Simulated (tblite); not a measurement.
Compound: C₆H₈FNO (charge -1 and doublet state).
Structure used (GFN2-xTB), in Å, numbered top down from 1:
```
atom  x, y, z in Å
C1     2.1007   -0.7405    0.4151
C2     1.0693   -0.7912   -0.7152
C3     0.1653    0.4018   -0.6854
N4     0.4986    1.4987   -1.3712
O5    -0.5300    2.4531   -1.1220
C6    -1.4473    1.8909   -0.1958
C7    -1.0242    0.5456    0.0226
C8    -1.6636   -0.4297    0.9120
F9    -2.6658   -1.2302    0.2673
H10    1.6029   -0.7225    1.3838
H11    2.7661   -1.6059    0.3817
H12    2.6961    0.1649    0.3230
H13    0.4766   -1.7076   -0.6298
H14    1.5927   -0.8083   -1.6749
H15   -2.4699    2.2144   -0.3617
H16   -2.2107    0.0528    1.7310
H17   -0.9638   -1.1741    1.3094
```

Level: GFN2-xTB in tblite, geometry and Hessian alike; calculated harmonic values, unscaled, isolated species. This tight-binding method is rough: wavenumbers can miss measured ones by several per cent, in bad cases by 10 to 20. One conformer, not necessarily the lowest. Open shells enter through the occupations alone, without spin polarisation, and single modes of such species can be off by tens of per cent.

Harmonic wavenumbers (cm⁻¹): 51.8, 61.3, 135.1, 150.5, 188.6, 251.7, 313.0, 348.2, 366.2, 431.3, 545.6, 591.6, 635.9, 701.0, 729.1, 805.8, 837.4, 918.6, 946.9, 1002.5, 1014.3, 1060.8, 1073.4, 1153.0, 1165.2, 1221.3, 1244.8, 1288.4, 1316.8, 1364.8, 1394.7, 1429.5, 1442.5, 1483.7, 1503.7, 1512.3, 1520.3, 2899.2, 2908.1, 2929.3, 2932.5, 2958.3, 2966.1, 3010.6, 3035.3.

A = 1812, B = 1511, C = 922.3 MHz; mass 129.059 u (most abundant isotopes); point group C1, symmetry number 1; spin multiplicity 2.

Task: What is the zero-point energy?

Result: Half the sum of the wavenumbers: 27920 cm⁻¹ = 334.00 kJ/mol.

Task: What is S at 273.15 K and 1 bar for an ideal gas of classical rigid rotors and harmonic oscillators?

Result: Translation 167.65, rotation 121.22, vibration 100.80, spin (R ln 2) 5.76: S = 395.4 J/(mol K).

Task: And Cp and H(273.15 K) − H(0)?

Result: Cp = 139.27 J/(mol K), of which vibrations give 106.01 (their classical limit is 45 R = 374.2); H(273.15 K) − H(0) = 23.72 kJ/mol without the zero-point energy, 14.63 from vibrations.

Task: What must be added to the electronic energy to get the Gibbs energy at 273.15 K and 1 bar?

Result: ZPE + [H(273.15 K) − H(0)] − T·S = 334.00 + 23.72 − 108.01 = 249.71 kJ/mol.

Task: Which modes carry the vibrational entropy at 273.15 K?

Result: 51.8 cm⁻¹: 19.14; 61.3 cm⁻¹: 17.75; 135.1 cm⁻¹: 11.32; 150.5 cm⁻¹: 10.46; 188.6 cm⁻¹: 8.70; 251.7 cm⁻¹: 6.55 J/(mol K); the other 39 give 26.88 together.

Task: Blend soft modes into free rotors: weight 1/[1 + (100 cm⁻¹/ν̃)⁴] for the oscillator and the rest for a rotor with moment μB/(μ + B), μ = h/(8π²ν), B = 10⁻⁴⁴ kg m². What vibrational entropy results?

Result: 92.46 J/(mol K) in place of 100.80, which changes −T·S at 273.15 K by +2.28 kJ/mol.

Task: How do the functions run with temperature in this model?

Result: 
```csv
T (K),S (J/(mol K)),Cp (J/(mol K)),H − H(0) (kJ/mol),G − H(0) (kJ/mol),ln q(vib)
150,327.3,93.1,9.45,-39.66,2.76
250,383.5,130.3,20.60,-75.28,5.13
298.15,408.0,149.0,27.32,-94.34,6.27
400,457.2,187.0,44.46,-138.43,8.66
600,545.0,246.0,88.14,-238.85,13.29
900,656.2,301.2,170.98,-419.59,19.87
```

q(vib) and H(0) count from the zero-point level.

Hindered rotation and anharmonicity are outside this model. Other conformers, if any are populated, would add a mixing term that is left out. The structure is chiral; the term R ln 2 for an equal mix with its mirror image is left out.

Time: 0.57 s. Hardware: an Arm Neoverse V1 with one thread, no GPU (shared host). This covers the Hessian and the dipole derivatives.
